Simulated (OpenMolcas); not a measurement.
**Levels of Sn I by method**

```json
{"Program": "OpenMolcas 26.06", "Basis": "ANO-R3 [8s7p5d3f2g1h]", "Scalar Hamiltonian": "X2C, finite nucleus", "Active space": "2 electrons in 9 orbitals (RAS2 5p; RAS3 5d 6s, at most 1 electron)", "State averaging": "2S+1 = 3 even, 3 roots; 2S+1 = 1 even, 6 roots; 2S+1 = 3 odd, 3 roots; 2S+1 = 1 odd, 3 roots", "Spin-orbit coupling": "RASSI with atomic mean-field integrals over the reference wave functions, term energies averaged over their components"}
```

Methods on the same reference wave functions:
A. RASSCF
B. SS-RASPT2, IPEA 0.25 Eh, imaginary shift 0.1 Eh (closed shells correlated: 4d 5s)

Energies in cm-1 above 5s2 5p2 3P0, the measured ground level; measured values from NIST Handbook of Basic Atomic Spectroscopic Data.

```csv
Level,A,B,Measured
5s2 5p2 3P0,0.0,0.0,0.0
5s2 5p2 3P1,1343,1377,1692
5s2 5p2 3P2,3052,2990,3428
5s2 5p2 1D2,10263,8460,8613
5s2 5p2 1S0,21585,19800,17162
5s2 5p 6s 3P* 0,34670,34470,34641
5s2 5p 6s 3P* 1,35124,34860,34914
5s2 5p 6s 3P* 2,38109,37910,38629
5s2 5p 6s 1P* 1,39906,39330,39257
```

Deviations, from unrounded energies. A percentage is the sum of absolute deviations over the sum of measured energies, with the sign that they share, or ± where signs differ.

```
                        Against measurement  Levels      A      B
             mean absolute deviation (cm-1)       8   1000    570
      fine structure of the ground term (%)       2  -14.1  -14.7
other terms of the ground configuration (%)       2  +23.6  ±10.8
                   other configurations (%)       4   ±1.0   ±0.7
```

B lies closest to measurement on these levels. The largest miss of B in the table is 5s2 5p2 1S0, by +2600 cm-1. The ranking rests on the paired levels alone, and a cruder setting can come out closer through cancelling errors.

From A to B the spin-free energies of the other terms of 5s2 5p2 shown, above 3P, scale by factors of 0.75 to 0.90.

The lowest spin-free term lies below A's lowest term by 0.536 hartree in B.

Term energies are means over components that CASPT2 splits; among the terms shown or strongly mixed into the levels shown the widest spread is 75 cm-1 (5s2 5p2 1D, B). ANO sets are built for valence states and can reach diffuse excited orbitals poorly, and with the s shell closed the s pⁿ⁺¹ terms that mix with these levels are absent. With the s shell closed, the reference lacks s² → p² mixing. No level of 5s2 5p 5d was computed, though it lies in the active space. Some terms miss by over 15 % even with CASPT2, which points to a basis or an active space too small for the shells correlated (holds for B). Computed and measured levels are paired by configuration, term and J; levels that our copy of the source lacks, or whose pairing is in doubt (as where it misses far off the trend of its configuration), stay unpaired and out of the deviations. Only configurations of the active space appear.

* marks odd parity.
